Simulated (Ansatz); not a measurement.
CH4BNO, SMILES `BC(N)=O`. Total charge 0; spin multiplicity 1. Geometry: relaxed with PBE0-D4/def2-TZVP. It is one conformer, not always the lowest.

```xyz
8

B     0.160   -0.055    1.339
C    -0.004    0.100   -0.166
N    -0.217   -0.211   -1.423
O     0.253    1.248    0.283
H    -0.819   -0.034    2.024
H     1.227   -0.389    1.764
H    -0.415   -1.159   -1.683
H    -0.185    0.500   -2.139
```

Problem. What is the dipole moment at PBE/def2-TZVPP? (An estimate is asked.)

Solution. Computed: 4.67 D, with components (-0.81, -1.44, -4.37) D in this frame, pointing from negative to positive charge.

Problem. And with r2SCAN, B3LYP, ωB97M-V? (Estimate.)

Solution. Computed: r2SCAN 4.68 D, B3LYP 4.65 D, ωB97M-V 4.67 D.

Problem. Give the Mulliken charges with PBE, ωB97M-V, B3LYP in def2-TZVPP. (Best estimate.)

Solution. The calculation gave: 
```csv
atom,PBE,ωB97M-V,B3LYP
B1,-0.23,-0.32,-0.23
C2,0.33,0.42,0.40
N3,-0.23,-0.20,-0.24
O4,-0.24,-0.31,-0.31
H5,-0.02,0.04,0.00
H6,-0.02,0.04,0.00
H7,0.21,0.17,0.20
H8,0.18,0.16,0.18
```

B3LYP here is the variant with VWN-RPA as its local correlation; programs differ in this.
